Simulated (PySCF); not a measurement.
Compound: C7H5NO2.
Atom-mapped SMILES: `[O:1]=[CH:2][C:3]#[C:4][C:5]#[C:6][CH2:7][NH:8][CH:9]=[O:10]` (hydrogens: H11 on C2; H12, H13 on C7; H14 on N8; H15 on C9)

Computed geometry: GFN2-xTB, gas phase.

**Question.** What internal coordinates does the optimisation give?

**Answer.** 
```
          bond  length (bohr)
         O1=C2          2.275
         C2–C3          2.682
         C3≡C4          2.295
         C4–C5          2.554
         C5≡C6          2.286
         C6–C7          2.727
         C7–N8          2.744
         N8–C9          2.546
        C9=O10          2.275
        C2–H11          2.099
C7–H12, C7–H13          2.074
        N8–H14          1.904
        C9–H15          2.088
```

Bonds in one row agree within 0.02 bohr and their mean is given. A selection of angles:
```
    angle  degrees
 O1–C2–C3    125.9
 C2–C3–C4    179.8
 C3–C4–C5    179.0
 C4–C5–C6    178.2
 C5–C6–C7    177.0
 C6–C7–N8    111.9
 C7–N8–C9    121.3
N8–C9–O10    125.0
H14–N8–C7    117.8
H14–N8–C9    120.7
```

Dihedral angles: C6–C7–N8–C9 -120° (anticlinal); C7–N8–C9–O10 -2° (synperiplanar). The mirror-image conformer, all signs reversed, is as good.

The 5 C–C bonds span 1.210 Å (C5≡C6, drawn triple) to 1.443 Å (C6–C7, drawn single), a spread of 0.233 Å. N8 (amide nitrogen) is planar (angles 121.3°, 120.7° and 117.8°, sum 359.8°, 0.03 Å off the plane of its three neighbours). The C–N distances run from 1.347 Å (N8–C9, drawn single) to 1.452 Å (C7–N8, drawn single), a spread of 0.105 Å. Of the pairs four or more bonds apart, O10···H12 is among the closest relative to their van der Waals radii: 2.31 Å, 85 % of the sum of Bondi's values.

Point group: C1 (no symmetry element, even within 0.4 Å). Whether it is a minimum is left open (no frequencies). One conformer, not necessarily the lowest.
